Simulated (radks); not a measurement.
The numbers below are computed, except where a source is named.
V, 23 electrons, occupied as [Ar] 3d3 4s2 (the NIST ground configuration).

Level of theory: scalar-relativistic Kohn-Sham, AM05, spin-unpolarised, spherical densities, point nucleus (a radial shooting solver on a logarithmic mesh with Libxc functionals).

Energy parts (eV):
part                      energy
total                 -25774.925
kinetic                26003.049
electron-nucleus      -61398.109
Hartree                10797.790
exchange-correlation   -1177.656

Orbitals (lengths in bohr, moments of r in powers of bohr; <r^-3> diverges for s and p1/2; r(max) is where P^2 peaks):
| orbital | occ. | eigenvalue (eV) | r(max) | <r^-3> | <r^2> |
|---|---|---|---|---|---|
| 1s | 2 | -5352.232 | 0.04356 | - | 0.005954 |
| 2s | 2 | -601.2521 | 0.2560 | - | 0.1127 |
| 2p | 6 | -502.5587 | 0.2082 | 309.9 | 0.09278 |
| 3s | 2 | -69.9001 | 0.8201 | - | 1.042 |
| 3p | 6 | -43.8961 | 0.8451 | 36.75 | 1.221 |
| 3d | 3 | -5.1738 | 0.8914 | 2.556 | 2.838 |
| 4s | 2 | -4.6520 | 2.761 | - | 12.95 |

The highest occupied level is 4s at -4.652 eV. The density falls to 0.001 e/bohr^3 at r = 4.73 bohr. Summed over all electrons, <r^2> = 44.61 bohr^2, which gives a Langevin (diamagnetic) susceptibility term of -35.3 x 10^-6 cm^3/mol. For comparison, the ionisation energy in NIST's Atomic Spectra Database is 6.746 eV (measured). In exact Kohn-Sham theory the highest level is minus the ionisation energy, but local and semilocal functionals leave it too shallow, through self-interaction and a potential that decays too fast; potentials with the right tail come closer.

Beside tabulated values, note that spin-unpolarised runs miss the spin-polarisation part of the exchange energy of open shells.
